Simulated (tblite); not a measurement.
Compound: C6H14O2P (charge -1).
Atom-mapped SMILES: `[CH3:1][CH2:2][CH2:3][P:4](=[O:5])([O-:6])[CH2:7][CH2:8][CH3:9]` (hydrogens: H10, H11, H12 on C1; H13, H14 on C2; H15, H16 on C3; H17, H18 on C7; H19, H20 on C8; H21, H22, H23 on C9)
Bond orders are those of one Lewis drawing.

Computed with GFN2-xTB (tblite), gas phase: L-BFGS steps from a force-field or distance-geometry start until the largest atomic force falls under 0.01 eV/Å.

Step 23: E = -842.7587 eV
```
atom  x, y, z in Å  |  force x, y, z in eV/Å
C1      3.8716    0.6228    0.3032    0.027   0.005  -0.005
C2      2.7234   -0.3107   -0.0554   -0.025  -0.018   0.001
C3      1.3711    0.3476    0.0894   -0.028   0.026   0.009
P4      0.0560   -0.9054   -0.3791   -0.007   0.039  -0.017
O5      0.0379   -2.0214    0.6089    0.001   0.007   0.024
O6      0.1635   -1.2362   -1.8292   -0.003   0.019   0.009
C7     -1.4067    0.2330   -0.0880    0.019   0.018   0.008
C8     -2.6716   -0.5351   -0.3959    0.020  -0.009   0.011
C9     -3.9297    0.2977   -0.1897   -0.023   0.012   0.007
H10     4.8319    0.1227    0.1898    0.053  -0.008   0.013
H11     3.8608    1.4978   -0.3445    0.018   0.038  -0.013
H12     3.7749    0.9611    1.3340    0.025   0.006   0.016
H13     2.7399   -1.1920    0.5885    0.001  -0.054  -0.002
H14     2.8245   -0.6545   -1.0866    0.000  -0.037  -0.023
H15     1.2893    1.2154   -0.5686    0.023   0.012  -0.009
H16     1.2083    0.6743    1.1187    0.015   0.003   0.014
H17    -1.3989    0.5690    0.9512   -0.028  -0.006   0.011
H18    -1.3161    1.1072   -0.7359   -0.022   0.011  -0.019
H19    -2.6151   -0.8814   -1.4301    0.012  -0.042  -0.007
H20    -2.6970   -1.4162    0.2481    0.016  -0.061  -0.013
H21    -4.8248   -0.2809   -0.4158   -0.025   0.013  -0.015
H22    -3.9067    1.1744   -0.8356   -0.049   0.015  -0.008
H23    -3.9912    0.6377    0.8435   -0.021   0.010   0.009
```

Step 24: E = -842.7596 eV
```
atom  x, y, z in Å  |  force x, y, z in eV/Å
C1      3.8727    0.6177    0.3011    0.028   0.003   0.000
C2      2.7203   -0.3109   -0.0558   -0.013  -0.018  -0.001
C3      1.3706    0.3521    0.0904    0.000   0.044   0.017
P4      0.0541   -0.8979   -0.3769    0.031   0.021  -0.022
O5      0.0381   -2.0142    0.6102   -0.012  -0.005   0.046
O6      0.1633   -1.2300   -1.8262   -0.013   0.024  -0.015
C7     -1.4082    0.2387   -0.0864    0.013   0.007   0.006
C8     -2.6684   -0.5363   -0.3958   -0.007   0.011   0.013
C9     -3.9295    0.2925   -0.1913   -0.040   0.011   0.005
H10     4.8306    0.1127    0.1867    0.049   0.000   0.010
H11     3.8644    1.4933   -0.3461    0.023   0.033  -0.009
H12     3.7783    0.9550    1.3324    0.029   0.014   0.019
H13     2.7343   -1.1915    0.5888    0.000  -0.060  -0.005
H14     2.8206   -0.6552   -1.0867   -0.008  -0.043  -0.030
H15     1.2924    1.2211   -0.5656    0.018   0.018  -0.024
H16     1.2131    0.6795    1.1199    0.001   0.001   0.028
H17    -1.4029    0.5745    0.9526   -0.028  -0.006   0.016
H18    -1.3198    1.1132   -0.7343   -0.025   0.007  -0.021
H19    -2.6106   -0.8807   -1.4310    0.019  -0.049   0.015
H20    -2.6926   -1.4171    0.2496    0.028  -0.046  -0.036
H21    -4.8216   -0.2901   -0.4187   -0.030   0.015  -0.014
H22    -3.9095    1.1688   -0.8387   -0.047   0.006   0.010
H23    -3.9945    0.6317    0.8424   -0.017   0.013  -0.009
```

Problem. Estimate the geometry and energy of step 25. (The exact step hangs on the optimiser's Hessian estimate; all steps are aligned on step 24, rigid shifts and turns removed.)

Solution. E = -842.7607 eV, largest force 0.072 eV/Å
```
atom  x, y, z in Å  |  force x, y, z in eV/Å
C1      3.8748    0.6122    0.2988    0.023  -0.003   0.004
C2      2.7174   -0.3118   -0.0565    0.011  -0.014  -0.003
C3      1.3707    0.3575    0.0917    0.039   0.049   0.021
P4      0.0523   -0.8889   -0.3744    0.061  -0.004  -0.015
O5      0.0382   -2.0054    0.6124   -0.022  -0.007   0.056
O6      0.1626   -1.2223   -1.8230   -0.021   0.027  -0.036
C7     -1.4102    0.2451   -0.0847   -0.003  -0.006   0.002
C8     -2.6654   -0.5379   -0.3956   -0.037   0.028   0.009
C9     -3.9300    0.2869   -0.1930   -0.048   0.002   0.000
H10     4.8305    0.1020    0.1837    0.034   0.015   0.006
H11     3.8687    1.4889   -0.3480    0.028   0.012   0.004
H12     3.7826    0.9485    1.3308    0.033   0.018   0.011
H13     2.7289   -1.1923    0.5892   -0.003  -0.051  -0.014
H14     2.8171   -0.6570   -1.0873   -0.021  -0.042  -0.023
H15     1.2972    1.2281   -0.5624    0.010   0.021  -0.034
H16     1.2197    0.6852    1.1219   -0.016   0.002   0.037
H17    -1.4091    0.5805    0.9544   -0.022  -0.004   0.016
H18    -1.3256    1.1198   -0.7329   -0.025  -0.001  -0.016
H19    -2.6060   -0.8811   -1.4320    0.027  -0.048   0.042
H20    -2.6881   -1.4194    0.2505    0.039  -0.017  -0.058
H21    -4.8192   -0.2996   -0.4221   -0.033   0.015  -0.010
H22    -3.9135    1.1627   -0.8420   -0.040  -0.005   0.029
H23    -3.9984    0.6254    0.8412   -0.014   0.015  -0.028
```

The energy changes by -0.0011 eV. The first-order estimate −F·Δx gives -0.0015 eV and the mean of the old and new forces, exact on a quadratic surface, -0.0011 eV. The step makes an angle of 78° with the force vector and moves no atom by more than 0.011 Å.

The cost below is that of the whole relaxation. The run took 0.39 s on one thread of an Intel Xeon Platinum 8488C (shared host).
